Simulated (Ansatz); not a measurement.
Species: sum formula HSiO (charge 0, doublet). It need not be the lowest isomer of its formula. 
Coordinates optimised at B3LYP-D3(BJ)/def2-TZVP (Ansatz, a first-principles code):
```xyz
3

Si    -0.4756    -0.2396    -0.4065
O      0.7270     0.2681     0.6132
H      0.8420     1.2098     0.7857
```
Charge 0, spin multiplicity 2.

Basis-set convergence of Hartree-Fock and MP2 correlation energies (hartree) with Ansatz. Cores are frozen in the correlated levels unless marked. Open shells are spin-unrestricted. Spin-orbit coupling is left out. No relativistic terms.

```
basis       functions       E(HF)  E(corr, MP2)
----------  ---------  ----------  ------------
def2-SVP           37  -364.19856      -0.25018
def2-TZVPP         87  -364.40329      -0.31951
def2-QZVPP        157  -364.41584      -0.34563
```

Extrapolating the two largest sets (X = 3 and 4) as X^-3: E(corr) = (64·(-0.34563) - 27·(-0.31951))/37 = -0.3647 Eh, an estimate of the basis-set limit. The largest set recovers 94.8 % of it, the smallest 68.6 %.
